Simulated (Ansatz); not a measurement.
Nudged elastic band run: BClH6NP

Input:

```yaml
crystal:
  periodic: [false, false, false]
  atoms:
    - { symbol: B, position_ang: [0.295068, -1.084983, 0.062867] }
    - { symbol: "N", position_ang: [0.109476, -0.639992, 1.376069] }
    - { symbol: H, position_ang: [-0.779834, -0.704831, 1.875366] }
    - { symbol: H, position_ang: [0.868713, -0.236312, 1.926923] }
    - { symbol: H, position_ang: [1.370917, -0.990772, -0.478262] }
    - { symbol: Cl, position_ang: [-1.068564, -1.80551, -0.844227] }
    - { symbol: P, position_ang: [-0.890583, 3.64021, 1.30787] }
    - { symbol: H, position_ang: [-2.191376, 3.322481, 0.7745] }
    - { symbol: H, position_ang: [-1.376702, 3.623488, 2.665819] }
    - { symbol: H, position_ang: [-0.508315, 2.250621, 1.359776] }
basis:
  gaussian: { orbitals: def2-SVP }
hamiltonian:
  xc: blyp
neb:
  order_check: false
  images: 9
  f_tol: 0.05
  max_iterations: 60
  final_atoms:
    - { symbol: B, position_ang: [-0.12540994, 0.53604264, 0.25323651] }
    - { symbol: "N", position_ang: [-0.34730466, -0.08110104, 1.76817375] }
    - { symbol: H, position_ang: [-0.13931372, -1.09533631, 1.78974045] }
    - { symbol: H, position_ang: [0.25457728, 0.39233125, 2.46200956] }
    - { symbol: H, position_ang: [1.05487885, 0.3512747, -0.0009899] }
    - { symbol: Cl, position_ang: [-1.26391967, -0.50700005, -0.81836138] }
    - { symbol: P, position_ang: [-0.59442308, 2.47213215, 0.19901576] }
    - { symbol: H, position_ang: [-1.83921142, 2.39611571, 0.93523506] }
    - { symbol: H, position_ang: [0.15899429, 2.87281524, 1.37094583] }
    - { symbol: H, position_ang: [-1.33006792, 0.03712571, 2.06769536] }
  initial_path:
    images:
      - { positions_ang: [[0.295068, -1.084983, 0.062867], [0.109476, -0.639992, 1.376069], [-0.779834, -0.704831, 1.875366], [0.868713, -0.236312, 1.926923], [1.370917, -0.990772, -0.478262], [-1.068564, -1.80551, -0.844227], [-0.890583, 3.64021, 1.30787], [-2.191376, 3.322481, 0.7745], [-1.376702, 3.623488, 2.665819], [-0.508315, 2.250621, 1.359776]] }
      - { positions_ang: [[0.23731091, -0.88277144, 0.06261808], [0.08559543, -0.49835943, 1.49210162], [-0.80231556, -0.59598825, 1.99976289], [0.86763938, -0.11380289, 2.03595971], [1.30509687, -0.81679915, -0.48714703], [-1.17415465, -1.47232692, -0.85134382], [-0.83977315, 3.30625753, 1.16663144], [-2.14092765, 3.09971829, 0.63739881], [-1.23197375, 3.3196417, 2.53570305], [-0.47769784, 2.02883056, 1.43501626]] }
      - { positions_ang: [[0.17955382, -0.68055988, 0.06236916], [0.06171486, -0.35672687, 1.60813424], [-0.82479712, -0.4871455, 2.12415978], [0.86656577, 0.00870622, 2.14499642], [1.23927673, -0.64282629, -0.49603207], [-1.27974529, -1.13914384, -0.85846065], [-0.7889633, 2.97230506, 1.02539288], [-2.09047929, 2.87695558, 0.50029762], [-1.08724549, 3.0157954, 2.4055871], [-0.44708069, 1.80704012, 1.51025651]] }
      - { positions_ang: [[0.12179673, -0.47834832, 0.06212024], [0.03783428, -0.2150943, 1.72416687], [-0.84727867, -0.37830276, 2.24855668], [0.86549215, 0.13121534, 2.25403313], [1.1734566, -0.46885344, -0.5049171], [-1.38533594, -0.80596076, -0.86557747], [-0.73815345, 2.63835259, 0.88415431], [-2.04003094, 2.65419286, 0.36319643], [-0.94251724, 2.71194909, 2.27547115], [-0.41646353, 1.58524969, 1.58549677]] }
      - { positions_ang: [[0.06403964, -0.27613676, 0.06187132], [0.01395371, -0.07346173, 1.84019949], [-0.86976023, -0.26946001, 2.37295357], [0.86441854, 0.25372445, 2.36306984], [1.10763647, -0.29488058, -0.51380213], [-1.49092658, -0.47277768, -0.87269429], [-0.68734361, 2.30440012, 0.74291575], [-1.98958258, 2.43143015, 0.22609524], [-0.79778899, 2.40810279, 2.1453552], [-0.38584637, 1.36345925, 1.66073702]] }
      - { positions_ang: [[0.00628255, -0.0739252, 0.0616224], [-0.00992686, 0.06817084, 1.95623211], [-0.89224179, -0.16061726, 2.49735046], [0.86334492, 0.37623356, 2.47210655], [1.04181633, -0.12090773, -0.52268717], [-1.59651723, -0.1395946, -0.87981111], [-0.63653376, 1.97044765, 0.60167719], [-1.93913423, 2.20866744, 0.08899404], [-0.65306073, 2.10425649, 2.01523925], [-0.35522921, 1.14166881, 1.73597728]] }
      - { positions_ang: [[-0.02005595, 0.04806837, 0.09994522], [-0.07740242, 0.03831646, 1.91862044], [-0.74165618, -0.34756107, 2.35582846], [0.74159139, 0.3794531, 2.47008715], [1.04442884, -0.02647124, -0.41834771], [-1.52999771, -0.21307569, -0.86752117], [-0.62811162, 2.07078455, 0.52114491], [-1.91914966, 2.24615709, 0.25824225], [-0.49064973, 2.25796824, 1.88638056], [-0.55019695, 0.92076019, 1.80232089]] }
      - { positions_ang: [[-0.04639445, 0.17006194, 0.13826804], [-0.14487798, 0.00846209, 1.88100877], [-0.59107056, -0.53450488, 2.21430645], [0.61983787, 0.38267263, 2.46806775], [1.04704134, 0.06796524, -0.31400826], [-1.4634782, -0.28655678, -0.85523122], [-0.61968949, 2.17112145, 0.44061262], [-1.8991651, 2.28364675, 0.42749045], [-0.32823873, 2.41167999, 1.75752188], [-0.7451647, 0.69985157, 1.86866451]] }
      - { positions_ang: [[-0.07273295, 0.2920555, 0.17659086], [-0.21235354, -0.02139229, 1.8433971], [-0.44048495, -0.72144869, 2.07278445], [0.49808434, 0.38589217, 2.46604835], [1.04965385, 0.16240173, -0.20966881], [-1.39695869, -0.36003787, -0.84294127], [-0.61126735, 2.27145835, 0.36008033], [-1.87918054, 2.3211364, 0.59673866], [-0.16582772, 2.56539174, 1.6286632], [-0.94013244, 0.47894295, 1.93500813]] }
      - { positions_ang: [[-0.09907144, 0.41404907, 0.21491368], [-0.2798291, -0.05124666, 1.80578542], [-0.28989934, -0.9083925, 1.93126245], [0.37633081, 0.38911171, 2.46402895], [1.05226635, 0.25683822, -0.10532936], [-1.33043918, -0.43351896, -0.83065133], [-0.60284521, 2.37179525, 0.27954805], [-1.85919598, 2.35862605, 0.76598686], [-0.00341672, 2.71910349, 1.49980452], [-1.13510018, 0.25803433, 2.00135175]] }
      - { positions_ang: [[-0.12540994, 0.53604264, 0.25323651], [-0.34730466, -0.08110104, 1.76817375], [-0.13931372, -1.09533631, 1.78974045], [0.25457728, 0.39233125, 2.46200956], [1.05487885, 0.3512747, -0.0009899], [-1.26391967, -0.50700005, -0.81836138], [-0.59442308, 2.47213215, 0.19901576], [-1.83921142, 2.39611571, 0.93523506], [0.15899429, 2.87281524, 1.37094583], [-1.33006792, 0.03712571, 2.06769536]] }
```

Command:

```bash
$ ansatz run input.yaml --threads 2 --pin off --max-ram 3072MiB --backend cpu --events-out ev --progress --plain --runs-dir out
```

Output, in part (warnings, iteration lines, the closing report on the highest movable image, with atoms numbered from 0):

```
NEB end point (image 0): max|allowed force component| = 2.399e-2 eV/Å (the criterion of neb.relax_end_points is 1.000e-2)
NEB end point (image 10): max|allowed force component| = 1.451e-2 eV/Å (the criterion of neb.relax_end_points is 1.000e-2)
NEB iter   1: max|band force component| = 2.350e1 eV/Å  barrier→ = 6.7028 eV  barrier← = 6.2453 eV  Δτ_max = 0.2000 Å  (305 SCF iters)
NEB iter   2: max|band force component| = 4.655e0 eV/Å  barrier→ = 4.4927 eV  barrier← = 4.0352 eV  Δτ_max = 0.1997 Å  (305 SCF iters)
NEB iter   3: max|band force component| = 8.723e0 eV/Å  barrier→ = 3.5961 eV  barrier← = 3.1386 eV  Δτ_max = 0.1003 Å  (274 SCF iters)
NEB iter   4: max|band force component| = 1.403e0 eV/Å  barrier→ = 3.1751 eV  barrier← = 2.7176 eV  Δτ_max = 0.2000 Å  (258 SCF iters)
NEB iter   5: max|band force component| = 2.626e0 eV/Å  barrier→ = 2.6249 eV  barrier← = 2.1674 eV  Δτ_max = 0.1003 Å  (260 SCF iters)
NEB iter   6: max|band force component| = 2.713e0 eV/Å  barrier→ = 2.3461 eV  barrier← = 1.8886 eV  Δτ_max = 0.0503 Å  (258 SCF iters)
NEB iter   7: max|band force component| = 2.306e0 eV/Å  barrier→ = 2.0656 eV  barrier← = 1.6081 eV  Δτ_max = 0.1003 Å  (260 SCF iters)
NEB iter   8: max|band force component| = 1.242e0 eV/Å  barrier→ = 1.8522 eV  barrier← = 1.3946 eV  Δτ_max = 0.1943 Å  (265 SCF iters)
NEB iter   9: max|band force component| = 5.082e-1 eV/Å  barrier→ = 1.8247 eV  barrier← = 1.3672 eV  Δτ_max = 0.1992 Å  (252 SCF iters)
NEB iter  10: max|band force component| = 4.199e0 eV/Å  barrier→ = 1.8138 eV  barrier← = 1.3563 eV  Δτ_max = 0.0984 Å  (265 SCF iters)
NEB iter  11: max|band force component| = 5.564e-1 eV/Å  barrier→ = 1.7755 eV  barrier← = 1.3180 eV  Δτ_max = 0.2000 Å  (254 SCF iters)
NEB iter  12: max|band force component| = 7.916e-1 eV/Å  barrier→ = 1.9699 eV  barrier← = 1.5124 eV  Δτ_max = 0.1009 Å  (253 SCF iters)
NEB iter  13: max|band force component| = 7.410e-1 eV/Å  barrier→ = 2.0119 eV  barrier← = 1.5544 eV  Δτ_max = 0.0993 Å  (250 SCF iters)
NEB iter  14: max|band force component| = 7.912e-1 eV/Å  barrier→ = 1.9942 eV  barrier← = 1.5367 eV  CI = image 6  Δτ_max = 0.2000 Å  (249 SCF iters)
NEB iter  15: max|band force component| = 9.873e-1 eV/Å  barrier→ = 2.2597 eV  barrier← = 1.8022 eV  CI = image 6  Δτ_max = 0.1416 Å  (262 SCF iters)
NEB iter  16: max|band force component| = 1.109e0 eV/Å  barrier→ = 2.1535 eV  barrier← = 1.6960 eV  CI = image 6  Δτ_max = 0.0701 Å  (256 SCF iters)
NEB iter  17: max|band force component| = 8.123e-1 eV/Å  barrier→ = 2.1222 eV  barrier← = 1.6647 eV  CI = image 6  Δτ_max = 0.1382 Å  (254 SCF iters)
NEB iter  18: max|band force component| = 4.336e-1 eV/Å  barrier→ = 2.0868 eV  barrier← = 1.6293 eV  CI = image 6  Δτ_max = 0.1961 Å  (255 SCF iters)
NEB iter  19: max|band force component| = 2.885e-1 eV/Å  barrier→ = 2.0433 eV  barrier← = 1.5858 eV  CI = image 6  Δτ_max = 0.1972 Å  (255 SCF iters)
NEB iter  20: max|band force component| = 2.536e-1 eV/Å  barrier→ = 2.0154 eV  barrier← = 1.5579 eV  CI = image 6  Δτ_max = 0.0997 Å  (250 SCF iters)
NEB iter  21: max|band force component| = 1.727e-1 eV/Å  barrier→ = 2.0050 eV  barrier← = 1.5475 eV  CI = image 6  Δτ_max = 0.0998 Å  (255 SCF iters)
NEB iter  22: max|band force component| = 1.729e-1 eV/Å  barrier→ = 2.0019 eV  barrier← = 1.5444 eV  CI = image 6  Δτ_max = 0.0440 Å  (249 SCF iters)
NEB iter  23: max|band force component| = 6.353e-2 eV/Å  barrier→ = 2.0005 eV  barrier← = 1.5430 eV  CI = image 6  Δτ_max = 0.0502 Å  (244 SCF iters)
NEB iter  24: max|band force component| = 6.454e-2 eV/Å  barrier→ = 2.0001 eV  barrier← = 1.5426 eV  CI = image 6  Δτ_max = 0.0250 Å  (240 SCF iters)
NEB iter  25: max|band force component| = 3.573e-2 eV/Å  barrier→ = 1.9995 eV  barrier← = 1.5420 eV  CI = image 6  Δτ_max = 0.0000 Å  (503 SCF iters)
Total energy: -24065.45850846 eV, -884.3892880323 hartree
Atom 0 at    -0.041581     0.183104     0.361532 Å, force    -0.008512     0.000372    -0.001034 eV/Å
Atom 1 at    -0.158764    -0.177312     1.861447 Å, force     0.033382    -0.012963    -0.009658 eV/Å
Atom 2 at    -0.939626    -0.781935     2.138417 Å, force    -0.011350     0.014618    -0.002047 eV/Å
Atom 3 at     0.703952    -0.394243     2.372477 Å, force    -0.004606    -0.006871     0.002752 eV/Å
Atom 4 at     1.085601     0.411299    -0.017365 Å, force    -0.000029    -0.004005     0.000202 eV/Å
Atom 5 at    -1.143042    -0.762980    -0.745193 Å, force     0.003427    -0.001914    -0.003621 eV/Å
Atom 6 at    -0.841917     2.329082     0.283680 Å, force    -0.003467    -0.012696     0.006857 eV/Å
Atom 7 at    -2.121837     2.350157     0.946401 Å, force    -0.000195     0.002573    -0.004662 eV/Å
Atom 8 at    -0.155909     3.091743     1.298191 Å, force    -0.003594     0.000920     0.000234 eV/Å
Atom 9 at    -0.558077     1.125485     1.527115 Å, force    -0.005057     0.019967     0.010978 eV/Å
Dipole moment:     0.106290    -0.135790     0.723221 e Å
```

The run converged. Neighbouring images differ by up to 1.4 eV, so the band resolves the path poorly. A vibrational analysis at the climbing image gives one clearly imaginary mode, 1246i cm⁻¹: a first-order saddle point. The orbitals stay closed-shell, which can raise the energy where a bond breaks towards radicals; this wasn't checked here.

Final band (atoms are numbered from 1 in the order of the input):

```json
{"image": "0", "path coordinate (Å)": "0.00", "energy (kcal/mol)": "0.0", "P7–H10 (Å)": "1.44", "B1–P7 (Å)": "5.03", "N2–H10 (Å)": "2.96"}
{"image": "1", "path coordinate (Å)": "0.84", "energy (kcal/mol)": "0.2", "P7–H10 (Å)": "1.44", "B1–P7 (Å)": "4.71", "N2–H10 (Å)": "3.03"}
{"image": "2", "path coordinate (Å)": "1.67", "energy (kcal/mol)": "0.4", "P7–H10 (Å)": "1.44", "B1–P7 (Å)": "4.44", "N2–H10 (Å)": "3.05"}
{"image": "3", "path coordinate (Å)": "2.51", "energy (kcal/mol)": "0.8", "P7–H10 (Å)": "1.44", "B1–P7 (Å)": "4.02", "N2–H10 (Å)": "2.92"}
{"image": "4", "path coordinate (Å)": "3.35", "energy (kcal/mol)": "3.0", "P7–H10 (Å)": "1.44", "B1–P7 (Å)": "3.51", "N2–H10 (Å)": "2.52"}
{"image": "5", "path coordinate (Å)": "4.19", "energy (kcal/mol)": "14.0", "P7–H10 (Å)": "1.44", "B1–P7 (Å)": "2.91", "N2–H10 (Å)": "2.08"}
{"image": "6", "path coordinate (Å)": "5.03", "energy (kcal/mol)": "46.1", "P7–H10 (Å)": "1.75", "B1–P7 (Å)": "2.29", "N2–H10 (Å)": "1.40"}
{"image": "7", "path coordinate (Å)": "5.71", "energy (kcal/mol)": "19.7", "P7–H10 (Å)": "2.38", "B1–P7 (Å)": "2.07", "N2–H10 (Å)": "1.04"}
{"image": "8", "path coordinate (Å)": "6.39", "energy (kcal/mol)": "12.2", "P7–H10 (Å)": "2.90", "B1–P7 (Å)": "1.99", "N2–H10 (Å)": "1.03"}
{"image": "9", "path coordinate (Å)": "7.07", "energy (kcal/mol)": "11.2", "P7–H10 (Å)": "3.00", "B1–P7 (Å)": "1.99", "N2–H10 (Å)": "1.03"}
{"image": "10", "path coordinate (Å)": "7.75", "energy (kcal/mol)": "10.6", "P7–H10 (Å)": "3.16", "B1–P7 (Å)": "1.99", "N2–H10 (Å)": "1.03"}
```

Run time: 6 min on 2 threads of Arm Neoverse V1 (shared host), peak memory 0.14 GiB.
